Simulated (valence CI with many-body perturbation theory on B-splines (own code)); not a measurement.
**Forbidden lines of Pr LIII**

Method: relativistic CI+MBPT: five valence electrons over a frozen Dirac-Fock core [He], a basis of 11 s, 11 p, 10 d, 8 f, 5 g, 2 h functions for each j, with the one-electron correlation potential Σ1, the two-electron term Σ2, the three-electron term Σ3, Breit, model QED; selected CI, second order for the rest, scaled by the run's own slope (own B-spline code, finite nucleus).

The last digits are not significant, and no measured levels were compared; by estimate large intervals hold to a few tenths of a per cent, small ones and those within an open d or f shell to about a per cent. Among the levels kept, up to 7100 cm⁻¹ of a level comes from second order outside the variational space, and about a tenth of that is noise between levels of different J, which matters for small intervals.

Lines 51 to 79 of 79 in falling wavelength, among levels below 538.46 Ry, chosen from the decays that carry over 1 % of a level's rate. Wavelengths and rates use the calculated energies. Electric multipoles are in the length gauge, E1 and E2 with the static RPA response of the core. Weak lines are less certain than strong ones. Lines between different terms over intervals too small for the method are left out, as are lines whose strength nearly cancels. The highest levels of a list are the least certain.

Levels are named by their leading jj configuration (3d3/2^4 stands for four electrons in 3d with j = 3/2), which in mixed levels can hold well under half, so a name can repeat and another be missing. Letters in brackets count levels of one name in rising energy.

```
λ vac (Å)                               Upper                       Lower  Type   A (s⁻¹)  Branch %
    1.994  (2s 2p1/2 2p3/2^2 3p3/2) J=1/2 [b]  (2s 2p1/2^2 2p3/2^2) J=3/2    E2  2.21e+11       1.6
    1.989      (2s 2p1/2 2p3/2^2 3p3/2) J=9/2  (2s 2p1/2^2 2p3/2^2) J=5/2    E2  3.51e+11      36.6
    1.988  (2s^2 2p1/2 2p3/2 3p3/2) J=1/2 [a]  (2s^2 2p1/2^2 2p3/2) J=3/2    E2  1.25e+11       4.9
    1.988  (2s 2p1/2 2p3/2^2 3p3/2) J=5/2 [e]  (2s 2p1/2^2 2p3/2^2) J=3/2    E2  9.60e+10       1.2
    1.987  (2s 2p1/2 2p3/2^2 3p3/2) J=5/2 [e]  (2s 2p1/2^2 2p3/2^2) J=1/2    E2  1.60e+11       2.1
    1.985  (2s^2 2p1/2 2p3/2 3p3/2) J=3/2 [a]  (2s^2 2p1/2^2 2p3/2) J=3/2    E2  2.92e+11      14.0
    1.983      (2s^2 2p1/2 2p3/2 3p3/2) J=7/2  (2s^2 2p1/2^2 2p3/2) J=3/2    E2  3.15e+11      38.0
    1.983          (2s^2 2p3/2^2 3p3/2) J=1/2  (2s^2 2p1/2 2p3/2^2) J=5/2    E2  3.02e+11       7.8
    1.980          (2s^2 2p3/2^2 3p3/2) J=7/2  (2s^2 2p1/2 2p3/2^2) J=5/2    E2  1.19e+11       1.3
    1.976  (2s^2 2p1/2 2p3/2 3p3/2) J=5/2 [b]  (2s^2 2p1/2^2 2p3/2) J=3/2    E2  2.10e+11      14.7
    1.973          (2s^2 2p3/2^2 3p3/2) J=7/2  (2s^2 2p1/2 2p3/2^2) J=3/2    E2  2.06e+11       2.3
    1.972      (2s^2 2p3/2^2 3p3/2) J=3/2 [a]  (2s^2 2p1/2 2p3/2^2) J=5/2    E2  2.36e+11       1.2
    1.946      (2s^2 2p1/2 2p3/2 3d5/2) J=9/2  (2s^2 2p1/2^2 2p3/2) J=3/2    E3  1.34e+09       3.6
    1.946          (2s^2 2p3/2^2 3d5/2) J=9/2  (2s^2 2p1/2 2p3/2^2) J=5/2    M2  4.34e+09      10.4
    1.946          (2s^2 2p3/2^2 3d5/2) J=9/2  (2s^2 2p1/2 2p3/2^2) J=5/2    E3  5.28e+08       1.3
    1.939          (2s^2 2p3/2^2 3d5/2) J=9/2  (2s^2 2p1/2 2p3/2^2) J=3/2    E3  1.06e+09       2.5
    1.899  (2s 2p1/2^2 2p3/2 3d3/2) J=5/2 [a]  (2s^2 2p1/2^2 2p3/2) J=3/2    E2  6.01e+11       1.1
    1.897      (2s 2p1/2^2 2p3/2 3d3/2) J=7/2  (2s^2 2p1/2^2 2p3/2) J=3/2    E2  7.68e+11      76.1
    1.895      (2s 2p1/2 2p3/2^2 3d3/2) J=9/2  (2s^2 2p1/2 2p3/2^2) J=5/2    E2  1.08e+12      71.9
    1.890  (2s 2p1/2 2p3/2^2 3d5/2) J=7/2 [a]  (2s^2 2p1/2 2p3/2^2) J=3/2    E2  1.07e+12       4.5
    1.885  (2s 2p1/2 2p3/2^2 3d5/2) J=9/2 [b]  (2s^2 2p1/2 2p3/2^2) J=5/2    E2  9.30e+11      71.4
    1.878  (2s 2p1/2^2 2p3/2 3d3/2) J=5/2 [b]  (2s^2 2p1/2^2 2p3/2) J=3/2    E2  6.87e+11       1.4
    1.875  (2s 2p1/2 2p3/2^2 3d3/2) J=7/2 [c]  (2s^2 2p1/2 2p3/2^2) J=5/2    E2  1.96e+12       1.3
    1.874  (2s 2p1/2^2 2p3/2 3d3/2) J=1/2 [b]  (2s^2 2p1/2^2 2p3/2) J=3/2    E2  3.76e+12       1.4
    1.870  (2s 2p1/2 2p3/2^2 3d5/2) J=3/2 [d]  (2s^2 2p1/2 2p3/2^2) J=1/2    E2  2.09e+12       2.2
    1.866  (2s 2p1/2^2 2p3/2 3d5/2) J=7/2 [b]  (2s^2 2p1/2^2 2p3/2) J=3/2    E2  1.53e+12       1.0
    1.864  (2s 2p1/2 2p3/2^2 3d5/2) J=9/2 [c]  (2s^2 2p1/2 2p3/2^2) J=5/2    E2  1.98e+12      45.6
    1.863  (2s 2p1/2 2p3/2^2 3d5/2) J=7/2 [d]  (2s^2 2p1/2 2p3/2^2) J=5/2    E2  5.38e+11       1.6
    1.862  (2s 2p1/2 2p3/2^2 3d5/2) J=7/2 [c]  (2s^2 2p1/2 2p3/2^2) J=3/2    E2  1.74e+12       3.5
```
